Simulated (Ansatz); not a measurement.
`[NH2][SnH2][NH2]` at its PBE0-D4/def2-TZVP geometry, where that method's forces vanish. Total charge 0; spin multiplicity 1. Sn takes the def2 core potential.

```xyz
9

N     0.5268   -1.3342    0.8755
Sn   -0.1669   -0.1682   -0.6229
N    -0.2214    1.6444    0.2702
H     0.7914   -2.2687    0.5935
H    -0.1089   -1.4100    1.6589
H    -1.7742   -0.4603   -1.1426
H     0.9613   -0.3621   -1.8991
H     0.6913    1.9980    0.5260
H    -0.6994    2.3612   -0.2595
```

(1) What forces (eV/Å) does r2SCAN-D4/def2-TZVPP give on these atoms in the Gaussian-basis code of Ansatz? (An estimate is asked.)

Results:

(1) The calculation gave: 
```
N1   0.102  0.037  0.080
Sn2 -0.044 -0.043 -0.168
N3  -0.048  0.018  0.123
H4  -0.020 -0.033  0.000
H5  -0.028 -0.030  0.007
H6  -0.021  0.016  0.003
H7   0.021 -0.014  0.000
H8   0.023  0.027 -0.022
H9   0.015  0.023 -0.024
```
